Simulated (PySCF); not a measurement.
Compound: C11H12.
SMILES with atom numbers: `[CH2:1]=[C:2]1[CH2:3][CH2:4][C@H:5]1[c:6]1[cH:7][cH:8][cH:9][cH:10][cH:11]1` (hydrogens: H12, H13 on C1; H14, H15 on C3; H16, H17 on C4; H18 on C5; H19 on C7; H20 on C8; H21 on C9; H22 on C10; H23 on C11)

Level of theory: PBE0-D3(BJ)/def2-SVP geometry optimisation, gas phase in PySCF 2.14.0.

Q: List the bond lengths, angles and torsions at this level.

A: 
```tsv
bond	length (bohr)	order
C1=C2	2.512	double
C2–C3	2.855	single
C3–C4	2.921	single
C4–C5	2.943	single
C5–C6	2.834	single
C6–C7, C6–C11	2.646	aromatic
C7–C8, C10–C11	2.633	aromatic
C8–C9, C9–C10	2.635	aromatic
C2–C5	2.872	single
C1–H12	2.067	single
C1–H13	2.067	single
C3–H14	2.084	single
C3–H15	2.080	single
C4–H16	2.077	single
C4–H17	2.078	single
C5–H18	2.087	single
C7–H19, C11–H23	2.066	single
C8–H20, C10–H22	2.065	single
C9–H21	2.065	single
```

Bonds in one row agree within 0.02 bohr and their mean is given. Orders are formal, as drawn. A selection of angles:
```tsv
angle	degrees
C1–C2–C3	134.5
C1–C2–C5	133.1
C3–C2–C5	91.8
C2–C3–C4	87.6
C3–C4–C5	89.1
C4–C5–C6	119.9
C2–C5–C4	86.9
C2–C5–C6	120.8
C5–C6–C7	120.7
C7–C6–C11	118.4
C6–C7–C8	121.0
C7–C8–C9	120.1
C8–C9–C10	119.5
```

Dihedral angles: C1–C2–C3–C4 156° (antiperiplanar); C2–C3–C4–C5 16° (synperiplanar); C3–C4–C5–C6 -140° (anticlinal); C4–C5–C6–C7 -113° (anticlinal); C1–C2–C5–C4 -156° (antiperiplanar).

The 6-membered ring C6–C7–C8–C9–C10–C11 has internal angles of 118.4° to 121.0° (sum 720°, against 720° for a flat polygon); it is planar, 0.00 Å rms from its mean plane, widest ring torsion 0°. The 4-membered ring C2–C3–C4–C5 has internal angles of 86.9° to 91.8°; it is puckered, 0.11 Å rms from its mean plane, widest ring torsion 16°. Of the pairs four or more bonds apart, H18···H19 is among the closest relative to their van der Waals radii: 2.34 Å, 97 % of the sum of Bondi's values. The 12 C–C bonds span 1.329 Å (C1=C2, drawn double) to 1.557 Å (C4–C5, drawn single), a spread of 0.228 Å.

Point group: C1 (no symmetry element, even within 0.4 Å). PBE0-D3(BJ)/def2-SVP frequencies: not computed here. The numbers are those of one conformer.

On 2 threads of an Intel Xeon Platinum 8259CL at 2.50 GHz, shared host with 48 logical CPUs at a one-minute load of 25, this took 4.9 min wall, 12 min CPU and 1.4 GiB of memory at its peak. This is the geometry optimisation.
